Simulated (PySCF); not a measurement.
## The third ionisation energy along group 15

Calculated with PySCF 2.14 from differences of total energies of unrestricted determinants, without spin-orbit coupling. Values in eV. The last column holds reference values (NIST; (s) semi-empirical, (t) theoretical, else measured). Unmarked ones compare directly (S terms, centres of terms, or small fine structure); those marked * lie between the lowest fine-structure levels and include a spin-orbit shift.

```json
{"element": "N (aug-cc-pVTZ, non-relativistic)", "configurations": "[He] 2s2 2p1 → [He] 2s2", "UHF": "47.265", "MP2 (valence)": "47.451", "CCSD(T) (valence)": "n/a", "CCSDT (valence)": "n/a", "LDA": "47.833", "r2SCAN": "48.187", "reference": "47.445 (s) *"}
{"element": "As (aug-cc-pVTZ-PP with ECP10MDF, ECP)", "configurations": "[Ar] 3d10 4s2 4p1 → [Ar] 3d10 4s2", "UHF": "27.481", "MP2 (valence)": "27.742", "CCSD(T) (valence)": "27.842", "CCSDT (valence)": "27.848", "LDA": "28.133", "r2SCAN": "28.262", "reference": "28.349 ± 0.012 *"}
{"element": "Sb (aug-cc-pVTZ-PP with ECP28MDF, ECP)", "configurations": "[Kr] 4d10 5s2 5p1 → [Kr] 4d10 5s2", "UHF": "24.139", "MP2 (valence)": "24.361", "CCSD(T) (valence)": "24.449", "CCSDT (valence)": "24.454", "LDA": "24.920", "r2SCAN": "24.872", "reference": "25.323 *"}
{"element": "Bi (aug-cc-pVTZ-PP with ECP60MDF, ECP)", "configurations": "[Xe] 4f14 5d10 6s2 6p1 → [Xe] 4f14 5d10 6s2", "UHF": "23.042", "MP2 (valence)": "23.237", "CCSD(T) (valence)": "23.302", "CCSDT (valence)": "23.305", "LDA": "23.883", "r2SCAN": "23.727", "reference": "25.571 *"}
```

**Question.** Fill in the row of P (aug-cc-pV(T+d)Z, non-relativistic) ([Ne] 3s2 3p1 → [Ne] 3s2).

**Answer.** UHF 29.580; MP2 (valence) 29.877; CCSD(T) (valence) 30.034; CCSDT (valence) 30.045; LDA 30.203; r2SCAN 30.369; reference 30.203 * (eV).

"Valence" correlates the outer s and p shells and, in groups 3 to 12 and the f block, the outer d or f shell, open or full, or the next shell where the ion has no valence electron left; the wider scheme adds the next inner shell.
